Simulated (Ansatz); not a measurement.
`BBC[SiH3]` + `OB1CO1` → `BOB1CO1` + `BC[SiH3]` at 400 K and 1 bar (cleavage of the B–B bond).

Calculated with Ansatz (gas phase, PBE0-D4/def2-TZVP geometries, no zero-point term in ΔE). CCSD(T)/CBS adds triple-zeta CCSD(T) − MP2 to the extrapolated MP2 energy (def2 sets, frozen cores). Each species was taken in one conformer, which may not be the lowest.

```csv
species,CCSD(T)/CBS energy (Eh),H − E (kJ/mol),S (J/(mol·K))
`BBC[SiH3]`,-381.48606,254.1,377.8
`OB1CO1`,-215.03899,149.6,292.7
`BOB1CO1`,-240.45540,185.8,349.6
`BC[SiH3]`,-356.11784,216.8,331.5
```

H − E and S are ideal-gas, rigid-rotor, harmonic terms from PBE0-D4/def2-TZVP, for one conformer and one mirror image of each species. 1 Eh = 2625.50 kJ/mol, R = 8.31446 J/(mol·K).

By hand: ΔE, ΔH, ΔS and ΔG.

ΔE = (-240.45540) + (-356.11784) − (-381.48606) − (-215.03899) = -0.04819 Eh = -126.5 kJ/mol. Δ(H − E) = 185.8 + 216.8 − 254.1 − 149.6 = -1.1, so ΔH = -127.6 kJ/mol. ΔS = 349.6 + 331.5 − 377.8 − 292.7 = 10.6 J/(mol·K). ΔG = -127.6 − 400 × (10.6)/1000 = -131.8 kJ/mol.

By hand: the equilibrium constant, and the temperature at which ΔG would vanish if ΔH and ΔS stayed fixed.

log₁₀ K = −ΔG/(RT ln 10) = 17.2. ΔH and −TΔS have one sign here, so there is no such temperature.

The number of gas molecules stays the same, so ΔS is small and ΔH decides. A doubt of 5 kJ/mol in ΔE shifts log₁₀ K by 0.7 here. Other conformers and mirror images would add mixing entropy, several J/(mol·K) or more a flexible species. Modes under 60 cm⁻¹, often nearly free rotors, make the harmonic entropy too high. These are equilibria of isolated gas molecules and say nothing of rates. Largest T1 diagnostic: 0.015 (customary marks: 0.02 for closed shells, 0.045 for open ones).

ΔS is within the doubt of such terms, so its sign, and with it that verdict, could turn.
